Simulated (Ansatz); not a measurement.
Geometry optimisation, RKS PBE0/STO-3G in Ansatz 0.2.0.

input.yaml

```yaml
crystal:
  periodic: [false, false, false]
  atoms:
    - { symbol: C, position_ang: [-0.2281, -2.4439, -0.9685] }
    - { symbol: C, position_ang: [0.8619, -1.404, -0.893] }
    - { symbol: S, position_ang: [0.9426, -0.6446, 0.7418] }
    - { symbol: Si, position_ang: [-0.3955, 0.9335, 0.7381] }
    - { symbol: C, position_ang: [0.0637, 2.2671, -0.3962] }
    - { symbol: "N", position_ang: [-0.5133, 1.4231, 2.365] }
    - { symbol: H, position_ang: [-1.2239, -1.9171, -0.8391] }
    - { symbol: H, position_ang: [-0.2418, -2.8538, -1.9753] }
    - { symbol: H, position_ang: [-0.1683, -3.1781, -0.1932] }
    - { symbol: H, position_ang: [1.8122, -1.9222, -1.0542] }
    - { symbol: H, position_ang: [0.7575, -0.6309, -1.6432] }
    - { symbol: H, position_ang: [-1.7747, 0.3782, 0.4144] }
    - { symbol: H, position_ang: [-0.6879, 3.1415, -0.3638] }
    - { symbol: H, position_ang: [1.0231, 2.6741, -0.0901] }
    - { symbol: H, position_ang: [0.1154, 1.9207, -1.4142] }
    - { symbol: H, position_ang: [0.449, 1.615, 2.69] }
    - { symbol: H, position_ang: [-0.8109, 0.6412, 2.9216] }
basis:
  gaussian: { orbitals: STO-3G }
hamiltonian:
  xc: pbe0
relax:
  f_tol: 0.02
  max_steps: 50
output:
  orbitals: {}
```

Launched with:

```bash
$ ansatz run input.yaml --threads 1 --pin off --max-ram 2048MiB --backend cpu --events-out ev --progress --plain --runs-dir out
```

Question: Where does it end, and by what steps?

Answer: The run converged. Limits of this set-up: minimal basis. After 6 steps the energy has fallen by 0.675 eV; H16 moved furthest, 0.32 Å.

```csv
step,energy less start (eV),largest force component (eV/Å),accepted
0,0.0000,3.414,yes
1,-0.6123,0.707,yes
2,-0.6525,0.295,yes
3,-0.6710,0.144,yes
4,-0.6728,0.051,yes
5,-0.6742,0.053,yes
6,-0.6749,0.017,yes
```

```xyz
17
Properties=species:S:1:pos:R:3
C -0.306 -2.377 -0.999
C 0.886 -1.395 -0.899
S 1.166 -0.703 0.765
Si -0.355 0.805 0.768
C 0.087 2.212 -0.383
N -0.600 1.486 2.381
H -1.256 -1.879 -0.766
H -0.377 -2.785 -2.016
H -0.178 -3.214 -0.300
H 1.805 -1.937 -1.172
H 0.761 -0.597 -1.649
H -1.622 0.232 0.362
H -0.704 2.968 -0.381
H 1.019 2.701 -0.082
H 0.214 1.862 -1.412
H 0.291 1.885 2.756
H -0.851 0.736 3.066
```

Run time: 36 s on 1 thread of Arm Neoverse V1 (shared host), peak memory 0.16 GiB.
